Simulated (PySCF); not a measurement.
Dipole moment and polarisability across levels of theory

Species: C3H3BrGeO.
Numbering: `[O:1]=[CH:2][C:3]#[C:4][GeH2:5][Br:6]` (hydrogens: H7 on C2; H8, H9 on Ge5)

Cartesian coordinates in Å at the PBE0-D3(BJ)/def2-SVP level; atoms count from 1:
```xyz
9
C3H3BrGeO angstrom
O     -3.3696   -0.5613   -0.0243
C     -2.5103    0.2031   -0.3789
C     -1.0970    0.0089   -0.1168
C      0.0991   -0.1211    0.0848
Ge     1.9637   -0.3133    0.3821
Br     3.0042    1.4764   -0.6242
H     -2.7442    1.1356   -0.9475
H      2.4601   -1.5939   -0.2919
H      2.2523   -0.2511    1.8832
```

PySCF, dipoles from the SCF density, polarisabilities from static response with core orbitals frozen. Isolated species at its PBE0-D3(BJ)/def2-SVP geometry, gas phase. Relativistic effects, spin–orbit coupling among them, are left out although an element past zinc is present.

The anisotropy is √(½[(α1 − α2)² + (α2 − α3)² + (α3 − α1)²]).

| level | μ (D) | α (Å³) | anisotropy (Å³) |
| --- | --- | --- | --- |
| PBE/def2-SVPD | 1.825 | 14.48 | 9.92 |
| B3LYP/def2-SVPD | 1.848 | 13.99 | 9.18 |
| PBE0/def2-SVPD | 1.779 | 13.81 | 9.04 |
| BHandHLYP/def2-SVPD | 1.821 | 13.38 | 8.43 |
| CAM-B3LYP/def2-SVPD | 1.798 | 13.64 | 8.62 |
| wB97X-D/def2-SVPD | 1.731 | 13.64 | 8.58 |
| LC-wPBE/def2-SVPD | 1.652 | 13.22 | 8.14 |
| PBE0/6-31G* | 1.499 | 11.15 | 9.17 |
| PBE0/def2-SVP | 1.609 | 11.35 | 8.71 |
| PBE0/aug-cc-pVDZ | 1.750 | 13.82 | 9.19 |
| PBE0/def2-TZVP | 1.724 | 13.02 | 9.18 |
| PBE0/def2-TZVPD | 1.756 | 13.97 | 9.11 |

The dipole runs from 1.50 D (PBE0/6-31G*) to 1.85 D (B3LYP/def2-SVPD). No reference polarisability is at hand; against PBE0 in the largest diffuse basis at hand (def2-TZVPD) the other PBE0 rows deviate by 6-31G* -20%, def2-SVP -19%, def2-SVPD -1%, aug-cc-pVDZ -1%, def2-TZVP -7%. In one basis (def2-SVPD) the functionals order the polarisability from LC-wPBE (lowest) to PBE (highest), a spread of 10%. With PBE0 the polarisability is 11.84 Å³ without diffuse functions (mean of 6-31G*, def2-SVP and def2-TZVP) and 13.87 Å³ with them (mean of def2-SVPD, aug-cc-pVDZ and def2-TZVPD).
